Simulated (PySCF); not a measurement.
Computed IR spectrum (relative IR intensity) of a molecule C3H10AlN. Geometry: PBE-D3(BJ)/def2-SVP. Other conformers were not sampled. These are PySCF 2.14.0 with PBE-D3(BJ)/def2-SVP values and carry that method's errors. Frequencies are harmonic and unscaled.

| ν (cm⁻¹) | relative intensity |
|---|---|
| 432 | 2.2 |
| 524 | 30 |
| 546 | 64 |
| 740 | 99 |
| 896 | 8.5 |
| 1016 | 30 |
| 1185 | 34 |
| 1205 | 10 |
| 1298 | 6.3 |
| 1322 | 3.7 |
| 1345 | 12 |
| 1387 | 7.1 |
| 1400 | 4.3 |
| 1441 | 5.6 |
| 1879 | 40 |
| 1892 | 100 |
| 2901 | 24 |
| 2904 | 51 |
| 2962 | 10 |
| 2971 | 15 |
| 2994 | 5.1 |
| 3042 | 6.1 |
| 3062 | 21 |

### Question
Which molecule gave these data?
A) C[NH][Al]([CH3])[CH3]
B) [CH3][AlH][N](C)C
C) C[CH2][Al]([CH3])[NH2]
D) CC[N](C)[AlH2]

### Answer
D, CC[N](C)[AlH2]
